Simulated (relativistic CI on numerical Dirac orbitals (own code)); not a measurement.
Hyperfine structure of Tl XXXIV, mass number 203

Method of calculation: Dirac-Coulomb-Breit CI, orbitals from a KLI potential per configuration, model QED, unscaled Slater integrals (own radial code, finite nucleus).

Configuration list (outside the closed core [Ar] 3d10): 4s2.4p6.4d10.4f2, 4s2.4p6.4d9.4f3, 4s2.4p6.4d10.4f.5s, 4s2.4p6.4d10.4f.5p, 4s2.4p5.4d10.4f3, 4s2.4p6.4d10.5s2, 4s2.4p6.4d10.5s.5p, 4s2.4p6.4d10.4f.5d, 4s.4p6.4d10.4f3, 4s2.4p6.4d10.5p2, 4s2.4p6.4d9.4f2.5s, 4s2.4p6.4d10.5s.5d, 4s2.4p6.4d9.4f.5s2, 4s2.4p6.4d10.4f.5f, 4s2.4p6.4d10.5p.5d, 4s2.4p6.4d9.4f2.5p. Levels of other configurations are missing.

Nuclear spin I = 1/2, μ = 1.616 μN (tables of Stone and Pyykkö). The electronic factors are computed for point nuclear moments, without core polarisation or the Bohr-Weisskopf and QED corrections.

```
                Level  E (cm⁻¹)  A (MHz)
4s2.4p6.4d10.4f2 3H_4       0.0    21930
4s2.4p6.4d10.4f2 3F_2   25874.7    22090
4s2.4p6.4d10.4f2 3H_5   49489.2    15630
4s2.4p6.4d10.4f2 3F_3   66124.9    13880
4s2.4p6.4d10.4f2 3H_6   86336.5    13560
4s2.4p6.4d10.4f2 3F_4  120779.9    11800
4s2.4p6.4d10.4f2 3P_1  126540.7   -915.5
4s2.4p6.4d10.4f2 1I_6  136218.1    14150
```

Levels with J = 0, under 50 % of one LS term, or S terms without an open s electron are left out. Small factors come from cancelling terms and can be off by tens of per cent or more.

At this charge energies of transitions that change n are usually good to better than 1 %, and those within a shell (Δn = 0) to a few per cent. Terms inside the open d or f shell come out 10 to 20 % too wide with unscaled integrals.

(1) Give the hyperfine levels of 4s2.4p6.4d10.4f2 3H_4 relative to its centre of gravity.

Results:

(1) With K = F(F + 1) − I(I + 1) − J(J + 1), E = AK/2: F = 7/2: -54830, F = 9/2: 43860 MHz.

LS names give the leading component of a level, which can be under half, so a name can repeat, a term be missing and a line seem to break the LS rules.
